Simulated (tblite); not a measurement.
Species: C6H5F4O3S (charge -1).
SMILES with atom numbers: `[CH3:1]/[C:2](=[CH:3]/[C@H:4]([F:5])[C:6]([F:7])=[C:8]([F:9])[F:10])[S:11](=[O:12])(=[O:13])[O-:14]` (hydrogens: H15, H16, H17 on C1; H18 on C3; H19 on C4)

Cartesian coordinates in Å at the GFN2-xTB level; atoms count from 1:
```
atom  x, y, z in Å
C1    -1.763   -1.252   -1.472
C2    -0.923   -0.261   -0.765
C3     0.267    0.188   -1.112
C4     0.974    1.198   -0.264
F5     1.948    1.845   -1.037
C6     1.658    0.608    0.937
F7     1.849    1.444    1.970
C8     2.297   -0.558    0.959
F9     2.278   -1.458   -0.027
F10    2.999   -1.046    1.988
S11   -1.589    0.393    0.800
O12   -2.828   -0.326    1.048
O13   -1.761    1.821    0.546
O14   -0.520    0.094    1.755
H15   -2.753   -0.823   -1.616
H16   -1.336   -1.552   -2.429
H17   -1.887   -2.122   -0.830
H18    0.797   -0.126   -2.004
H19    0.264    1.960    0.083
```

Computed with GFN2-xTB (tblite): harmonic, unscaled wavenumbers at the GFN2-xTB geometry, gas phase. Against measured fundamentals such values can be off by several per cent, at times by over 20. One conformer, not necessarily the lowest.

Harmonic wavenumbers (cm⁻¹): 49.6, 53.1, 73.3, 79.6, 83.8, 129.7, 147.5, 163.6, 192.4, 208.8, 239.1, 259.7, 288.8, 318.5, 407.0, 410.7, 436.6, 448.2, 461.6, 494.2, 507.9, 518.5, 556.5, 605.0, 654.3, 742.6, 817.9, 954.1, 977.2, 991.2, 1017.5, 1076.7, 1123.3, 1128.2, 1142.1, 1171.0, 1177.3, 1180.4, 1226.3, 1266.9, 1283.0, 1373.7, 1443.9, 1468.6, 1747.3, 1762.7, 2913.9, 2981.8, 3007.9, 3014.5, 3028.6.

A = 911.2, B = 459.4, C = 450.3 MHz; mass 232.990 u (most abundant isotopes); point group C1, symmetry number 1.

**Question.** What is the zero-point energy?

**Answer.** ½Σν̃ = 23903 cm⁻¹ = 285.95 kJ/mol.

**Question.** Give the ideal-gas entropy at 400 K and 1 bar in the rigid-rotor, harmonic-oscillator model (classical rotation).

**Answer.** Translation 182.95, rotation 136.76, vibration 266.43: S = 586.1 J/(mol K).

**Question.** And Cp and H(400 K) − H(0)?

**Answer.** Cp = 265.08 J/(mol K), of which vibrations give 231.82 (their classical limit is 51 R = 424.0); H(400 K) − H(0) = 66.19 kJ/mol without the zero-point energy, 52.88 from vibrations.

**Question.** Which modes carry the vibrational entropy at 400 K?

**Answer.** 49.6 cm⁻¹: 22.66; 53.1 cm⁻¹: 22.09; 73.3 cm⁻¹: 19.42; 79.6 cm⁻¹: 18.74; 83.8 cm⁻¹: 18.32; 129.7 cm⁻¹: 14.73 J/(mol K); the other 45 give 150.47 together.

**Question.** How do the functions run with temperature in this model?

**Answer.** 
```csv
T (K),S (J/(mol K)),Cp (J/(mol K)),H − H(0) (kJ/mol),G − H(0) (kJ/mol),ln q(vib)
100,337.3,112.6,7.14,-26.59,3.07
200,435.4,174.7,21.65,-65.43,7.67
300,515.9,224.0,41.66,-113.10,12.04
500,649.0,297.9,94.40,-230.08,20.00
800,804.1,360.0,194.15,-449.13,30.30
1000,887.2,384.0,268.71,-618.48,36.27
```

q(vib) and H(0) count from the zero-point level.

**Question.** Blend soft modes into free rotors: weight 1/[1 + (100 cm⁻¹/ν̃)⁴] for the oscillator and the rest for a rotor with moment μB/(μ + B), μ = h/(8π²ν), B = 10⁻⁴⁴ kg m². What vibrational entropy results?

**Answer.** 242.94 J/(mol K) in place of 266.43, which changes −T·S at 400 K by +9.39 kJ/mol.

**Question.** What must be added to the electronic energy to get the Gibbs energy at 400 K and 1 bar?

**Answer.** ZPE + [H(400 K) − H(0)] − T·S = 285.95 + 66.19 − 234.46 = 117.68 kJ/mol.

Hindered rotation and anharmonicity are outside this model. Other conformers, if any are populated, would add a mixing term that is left out. The structure is chiral; the term R ln 2 for an equal mix with its mirror image is left out.
